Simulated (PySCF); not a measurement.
## BCl₃: fields on a plane

All numbers come from PBE0/[B def2-TZVP, Cl def2-TZVP], no relativity, density fitting, PySCF.

The singlet minimum has B–Cl 1.737 Å (×3); Cl–B–Cl 120.0° (×3).

The plane holds B1 at (0.00, 0.00), Cl2 at (1.74, 0.00), Cl3 at (-0.87, 1.50), Cl4 at (-0.87, -1.50) Å. Columns run from x = -2.85 to 4.05 Å, rows from y = 3.75 (top) to -3.45 Å, in steps of 0.3 Å. Other isomers or separated fragments may lie lower.

Give the electron localisation function (set to 0 where the density is under 0.005 e/Å³). Lower edges of the bins: '0' 0.000, '1' 0.093, '2' 0.187, '3' 0.280, '4' 0.374, '5' 0.467, '6' 0.560, '7' 0.654, '8' 0.747, '9' 0.841; top 0.93.


```
000000000000000000000000
000000111100000000000000
000012344431000000000000
000134677764100000000000
012467899885100000000000
024688899986100000000000
147897117986100022100000
258992990884001455420000
268992990872015788742000
258998116862147999863100
136788889963478999974100
001355688214885128974100
000001241992980882874100
000001241992980882874100
001355688214885128974100
136788889963478999974100
258998116862147999863100
268992990872015788742000
258992990884001455420000
147897117986100022100000
024688899986100000000000
012467899885100000000000
000134677764100000000000
000012344431000000000000
000000111100000000000000
```

Give the electron density (e/Å³) (cut at 5 e/Å³). Every second row and column.


```
0.00 0.00 0.00 0.00 0.00 0.00 0.00 0.00 0.00 0.00 0.00 0.00
0.00 0.00 0.01 0.03 0.03 0.01 0.00 0.00 0.00 0.00 0.00 0.00
0.00 0.02 0.12 0.36 0.32 0.09 0.01 0.00 0.00 0.00 0.00 0.00
0.01 0.08 0.71 2.25 1.89 0.35 0.04 0.01 0.01 0.01 0.00 0.00
0.01 0.11 1.15 5.00 2.77 0.52 0.09 0.11 0.13 0.05 0.01 0.00
0.01 0.05 0.39 1.22 1.43 0.60 0.38 0.94 1.21 0.33 0.04 0.00
0.00 0.02 0.08 0.29 0.85 5.00 1.16 3.49 5.00 0.87 0.07 0.01
0.00 0.03 0.16 0.54 1.03 0.82 0.76 1.82 2.37 0.63 0.06 0.00
0.01 0.09 0.78 2.29 1.94 0.53 0.17 0.34 0.42 0.14 0.02 0.00
0.01 0.11 1.10 5.00 2.89 0.48 0.06 0.04 0.04 0.02 0.00 0.00
0.00 0.04 0.33 1.08 0.92 0.20 0.02 0.01 0.00 0.00 0.00 0.00
0.00 0.01 0.04 0.10 0.09 0.03 0.01 0.00 0.00 0.00 0.00 0.00
0.00 0.00 0.00 0.01 0.01 0.00 0.00 0.00 0.00 0.00 0.00 0.00
```
